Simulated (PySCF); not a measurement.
## Which determinant of TeBr⁺ lies lowest?

Unrestricted PBE0; basis Te def2-SVP with ECP28, Br def2-SVP; scalar-relativistic core potentials; PySCF 2.14. Outer shells of the fragments: Te+ 4d10 5s2 5p3; Br 3d10 4s2 4p5.

Followed along the bond (rough minima from three points):

| 2Ms+1 | unpaired | ⟨S²⟩ at the start | R at minimum (Å) | Te (eV) |
| --- | --- | --- | --- | --- |
| 3 | π ↑↑ | 2.01 | 2.40 | 0.00 |
| 1 | π ↑↓ | 1.01 | 2.40 | 0.30 |
| 1 | none | 0.00 | 2.40 | 1.18 |
| 5 | σ ↑, π ↑↑↑ | 6.00 | none in the scan | ≤ 2.60 |

Solutions found at the starting distance of 2.535 Å, counted from the lowest of them; the search is not exhaustive and high or unbound solutions are not listed, so other states can lie among these:

```json
{"2Ms+1": "3", "unpaired": "π ↑↑", "term": "³Σ⁻", "E (eV)": "0.00", "⟨S²⟩": "2.01", "⟨Lz²⟩": "0.00", "μ (D)": "-2.47"}
{"2Ms+1": "1", "unpaired": "π ↑↓", "term": "mixed", "E (eV)": "0.31", "⟨S²⟩": "1.01", "⟨Lz²⟩": "2.01", "μ (D)": "-2.27"}
{"2Ms+1": "1", "unpaired": "none", "term": "mixed", "E (eV)": "1.19", "⟨S²⟩": "0.00", "⟨Lz²⟩": "2.00", "μ (D)": "-1.82"}
{"2Ms+1": "3", "unpaired": "σ ↑, π ↑", "term": "mixed", "E (eV)": "2.64", "⟨S²⟩": "2.40", "⟨Lz²⟩": "1.01", "μ (D)": "-1.49"}
{"2Ms+1": "3", "unpaired": "π ↑↑", "term": "mixed", "E (eV)": "2.71", "⟨S²⟩": "2.00", "⟨Lz²⟩": "2.01", "μ (D)": "1.42"}
{"2Ms+1": "1", "unpaired": "σ ↓, π ↑", "term": "mixed", "E (eV)": "2.97", "⟨S²⟩": "1.29", "⟨Lz²⟩": "1.01", "μ (D)": "-1.48"}
{"2Ms+1": "5", "unpaired": "σ ↑, π ↑↑↑", "term": "⁵Π", "E (eV)": "3.27", "⟨S²⟩": "6.00", "⟨Lz²⟩": "1.00", "μ (D)": "0.29"}
{"2Ms+1": "3", "unpaired": "σ ↑, π ↑↑↓", "term": "mixed", "E (eV)": "3.95", "⟨S²⟩": "3.01", "⟨Lz²⟩": "3.02", "μ (D)": "0.42"}
{"2Ms+1": "3", "unpaired": "σ ↑, π ↑", "term": "³Π", "E (eV)": "4.02", "⟨S²⟩": "2.01", "⟨Lz²⟩": "1.00", "μ (D)": "-0.41"}
{"2Ms+1": "1", "unpaired": "σ ↓, π ↑", "term": "mixed", "E (eV)": "4.22", "⟨S²⟩": "1.01", "⟨Lz²⟩": "1.00", "μ (D)": "-0.43"}
```

A term symbol is given only where ⟨S²⟩ and ⟨Lz²⟩ are close to those of a pure state; real π, δ and φ orbitals otherwise mix terms. A positive dipole points towards Br; it is taken about the centre of mass and depends on that origin.

Spin–orbit coupling is left out. Counting both spins, an empty level lies below a filled one in some of these solutions, because spin and occupation are held.
